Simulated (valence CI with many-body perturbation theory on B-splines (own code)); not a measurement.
# W⁺: E2, M1 decay

Calculated by configuration interaction combined with many-body perturbation theory (CI+MBPT): five valence electrons over a frozen Dirac-Fock core [Xe] 4f14, radial functions for each j: 9 s, 9 p, 9 d, 7 f, 4 g, 2 h, with the one-electron correlation potential Σ1, the two-electron term Σ2, the three-electron term Σ3, Breit, model QED; selected CI, second order for the rest, scaled by the run's own slope (own B-spline code, finite nucleus).

Set against measurement, 7 paired levels are off by 274 cm⁻¹ on average, the worst by 1079. These come from a selection out of the NIST Handbook of Basic Atomic Spectroscopic Data. Levels without a partner in it may be off by more, other configurations by 1,000 to 4,000 cm⁻¹. Among the levels kept, up to 960 cm⁻¹ of a level comes from second order outside the variational space, and about a tenth of that is noise between levels of different J, which matters for small intervals. Only levels of the ground parity were solved; by the run's estimate the other parity begins above the list, which can be wrong where configurations are misplaced. 1 measured level below the end of the list, from 8711 cm⁻¹ on, found no clear computed partner, and computed levels of the same name lie up to 12293 cm⁻¹ from them.

Lines 51 to 93 of 93 in falling wavelength, among levels below 3.101 eV, chosen from the decays that carry over 1 % of a level's rate. Wavelengths and rates use the calculated energies, so an error of 300 cm⁻¹ moves a line at 11070 Å by 3.3 % and its rate by three times that or more. Electric multipoles are in the length gauge, E1 and E2 with the static RPA response of the core. S is in atomic units (e²a₀⁴ for E2 and M2, e²a₀⁶ for E3), for M1 in squared Bohr magnetons. Weak lines are less certain than strong ones. Lines between different terms over intervals too small for the method are left out, as are lines whose strength nearly cancels and 4 of this kind that miss the measured wavelength by over 7 %. Where a level lies close to another of its J and parity, the split of strength between their lines is uncertain.

Names give the largest LS component (configuration and term), which can be under half, so a name can repeat, a term be missing and a line seem to break the LS rules; names also repeat where a configuration has a term twice. Letters in brackets count levels of one name in rising energy.

```csv
λ vac (Å),λ from measured levels,Upper,Lower,Type,A (s⁻¹),S (a.u.)
11070,11500,5d3 6s2 4F_7/2,5d4 6s 6D_7/2,M1,1.04e+00,4.16e-01
11020,,5d3 6s2 4F_3/2,5d4 6s 6D_1/2,E2,2.95e-03,1.71e+00
11020,,5d3 6s2 4F_3/2,5d4 6s 6D_1/2,M1,2.80e-03,5.56e-04
10760,,5d4 6s 4P_3/2,5d4 6s 6D_3/2,M1,1.75e-01,3.23e-02
10740,,5d4 6s 4H_7/2 [a],5d4 6s 6D_9/2,M1,4.58e-03,1.68e-03
10250,,5d4 6s 4G_5/2,5d5 6S_5/2,M1,6.87e-02,1.65e-02
9920,10220,5d3 6s2 4F_5/2,5d4 6s 6D_3/2,M1,2.84e-01,6.16e-02
9877,,5d4 6s 4D_7/2 [a],5d5 6S_5/2,M1,7.06e-02,2.02e-02
9711,,5d4 6s 4P_5/2,5d4 6s 6D_5/2,M1,1.41e-01,2.88e-02
9683,,5d3 6s2 2D_3/2,5d3 6s2 4F_3/2,M1,7.24e-01,9.74e-02
9670,,5d4 6s 4D_5/2 [a],5d4 6s 6D_7/2,M1,5.29e-02,1.06e-02
9615,,5d4 6s 4D_7/2 [a],5d4 6s 6D_9/2,M1,4.54e-03,1.20e-03
9537,,5d4 6s 4F_9/2,5d4 6s 6D_7/2,M1,4.57e-01,1.47e-01
9451,9766,5d3 6s2 4F_7/2,5d4 6s 6D_5/2,M1,4.65e-01,1.16e-01
9369,,5d4 6s 4H_9/2 [a],5d4 6s 6D_9/2,M1,1.43e-01,4.35e-02
9308,,5d4 6s 4P_3/2,5d4 6s 6D_1/2,M1,6.15e-02,7.35e-03
8745,,5d4 6s 4H_11/2 [a],5d4 6s 6D_9/2,M1,1.24e-01,3.69e-02
8734,,5d4 6s 4D_3/2 [a],5d4 6s 6D_5/2,M1,1.59e-01,1.57e-02
8699,,5d4 6s 4G_5/2,5d4 6s 6D_7/2,M1,5.80e-02,8.49e-03
8626,,5d4 6s 4H_7/2 [b],5d5 6S_5/2,M1,2.86e-02,5.44e-03
8621,,5d4 6s 4D_1/2,5d4 6s 6D_3/2,M1,8.43e-01,4.00e-02
8428,,5d4 6s 4D_7/2 [a],5d4 6s 6D_7/2,M1,1.33e-01,2.35e-02
8425,,5d4 6s 4H_7/2 [b],5d4 6s 6D_9/2,M1,3.18e-02,5.63e-03
8413,,5d4 6s 4D_5/2 [a],5d4 6s 6D_5/2,M1,6.93e-02,9.18e-03
8239,,5d4 6s 4H_9/2 [a],5d4 6s 6D_7/2,M1,1.12e-01,2.32e-02
8239,,5d4 6s 4H_9/2 [a],5d4 6s 6D_7/2,E2,4.21e-03,1.43e+00
7709,,5d5 4G_9/2,5d4 6s 6D_9/2,M1,5.77e-02,9.80e-03
7668,,5d4 6s 4G_5/2,5d4 6s 6D_5/2,M1,8.73e-02,8.76e-03
7665,,5d4 6s 4D_1/2,5d4 6s 6D_1/2,M1,3.07e-01,1.03e-02
7657,,5d3 6s2 2D_3/2,5d5 6S_5/2,M1,1.21e-01,8.02e-03
7500,,5d4 6s 4H_7/2 [b],5d4 6s 6D_7/2,M1,3.46e-02,4.33e-03
7410,,5d4 6s 4D_5/2 [a],5d4 6s 6D_3/2,M1,4.01e-02,3.63e-03
6927,,5d5 4G_9/2,5d4 6s 6D_7/2,M1,5.04e-02,6.21e-03
6927,,5d5 4G_9/2,5d4 6s 6D_7/2,E2,7.89e-03,1.12e+00
6895,,5d4 6s 4D_3/2 [a],5d4 6s 6D_1/2,M1,1.79e-02,8.71e-04
6826,,5d4 6s 4G_5/2,5d4 6s 6D_3/2,M1,4.93e-02,3.49e-03
6721,,5d4 6s 4H_7/2 [b],5d4 6s 6D_5/2,M1,7.61e-02,6.85e-03
6658,,5d4 6s 4D_7/2 [a],5d4 6s 6D_3/2,E2,8.43e-03,7.88e-01
6257,,5d5 4G_9/2,5d4 6s 6D_5/2,E2,4.93e-03,4.22e-01
6117,,5d3 6s2 2D_3/2,5d4 6s 6D_5/2,M1,8.75e-01,2.97e-02
5569,,5d3 6s2 2D_3/2,5d4 6s 6D_3/2,M1,6.80e-01,1.74e-02
5531,,5d4 6s 2F_5/2,5d4 6s 6D_3/2,M1,3.46e-01,1.30e-02
5154,,5d3 6s2 2D_3/2,5d4 6s 6D_1/2,M1,2.14e-01,4.34e-03
```
